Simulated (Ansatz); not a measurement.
`[CH3][GeH2][F]` → CH₄ + `[F][GeH]` at 500 K and 1 bar (germylene formation by 1,1-elimination).

Program: Ansatz. Geometries: PBE0-D4/def2-TZVP. ΔE: electronic, gas phase. CCSD(T)/CBS is the MP2 limit (def2-TZVPP, def2-QZVPP) plus CCSD(T) − MP2 in def2-TZVPP, frozen cores. This one scheme is used for every species. For Ge outer-core shells are correlated without core-valence functions, which leaves a few kJ/mol of doubt a bond. Scalar relativity is left out up to krypton.

```csv
species,CCSD(T)/CBS energy (Eh),H − E (kJ/mol),S (J/(mol·K))
`[CH3][GeH2][F]`,-2217.00316,177.7,349.6
CH₄,-40.46206,135.6,206.8
`[F][GeH]`,-2176.50038,39.0,274.7
```

H − E and S are ideal-gas, rigid-rotor, harmonic terms from PBE0-D4/def2-TZVP. 1 Eh = 2625.50 kJ/mol, R = 8.31446 J/(mol·K).

Q: By hand: ΔE, ΔH, ΔS and ΔG.

A: ΔE = (-40.46206) + (-2176.50038) − (-2217.00316) = 0.04072 Eh = 106.9 kJ/mol. Δ(H − E) = 135.6 + 39.0 − 177.7 = -3.1, so ΔH = 103.8 kJ/mol. ΔS = 206.8 + 274.7 − 349.6 = 131.9 J/(mol·K). ΔG = 103.8 − 500 × (131.9)/1000 = 37.8 kJ/mol.

Q: By hand: the equilibrium constant, and the temperature at which ΔG would vanish if ΔH and ΔS stayed fixed.

A: log₁₀ K = −ΔG/(RT ln 10) = -3.9. ΔG = 0 at ΔH/ΔS = 787 K.

The number of gas molecules changes by +1, which sets the sign of ΔS. A doubt of 5 kJ/mol in ΔE shifts log₁₀ K by 0.5 here. These are equilibria of isolated gas molecules and say nothing of rates. Largest T1 diagnostic: 0.014 (customary marks: 0.02 for closed shells, 0.045 for open ones).
